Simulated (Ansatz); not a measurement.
Reaction: SiO2 (dioxosilane, SMILES O=[Si]=O) + H+ → HSiO2+ (SMILES O=[Si]=[OH+])
Each species at its own B3LYP-D3(BJ)/def2-TZVP minimum (Ansatz, an electronic-structure program), one conformer.

Total energies in hartree (Ansatz). UHF or UKS for unpaired electrons; spin-orbit terms are left out. Correlated methods leave the cores frozen. No relativity. The T1 diagnostic of O2Si (O=[Si]=O, singlet) reaches 0.027 in the sets run. The T1 diagnostic of HO2Si+ (O=[Si]=[OH+], singlet) reaches 0.026 in the sets run.

| species | HF/cc-pV(T+d)Z | CCSD(T)/cc-pV(T+d)Z | HF/cc-pV(Q+d)Z | CCSD(T)/cc-pV(Q+d)Z | CCSDT(Q)/cc-pV(T+d)Z |
|---|---|---|---|---|---|
| 1: SiO2 (dioxosilane, SMILES O=[Si]=O) | -438.72600 | -439.33050 | -438.74122 | -439.38866 | -439.33341 |
| 2: HSiO2+ (SMILES O=[Si]=[OH+]) | -439.00815 | -439.60431 | -439.02270 | -439.65982 | -439.60674 |

**Question.** Work out the proton affinity (electronic), positive where energy is released in kcal/mol: take Hartree-Fock from cc-pV(Q+d)Z, extrapolate the CCSD(T) correlation energy as X^-3 (X = 3, 4), and add CCSDT(Q) - CCSD(T) in cc-pV(T+d)Z. 1 hartree = 627.51 kcal/mol.

**Answer.** 
Species 1: correlation (64·(-0.64744) - 27·(-0.60450))/37 = -0.67877; step -0.00291; E1 = -438.74122 + (-0.67877) + (-0.00291) = -439.42290
H+ has no electrons: E = 0
Species 2: correlation (64·(-0.63712) - 27·(-0.59616))/37 = -0.66701; step -0.00243; E2 = -439.02270 + (-0.66701) + (-0.00243) = -439.69214
+1·E1 -1·E2 = 0.26924 hartree = 169.0 kcal/mol.
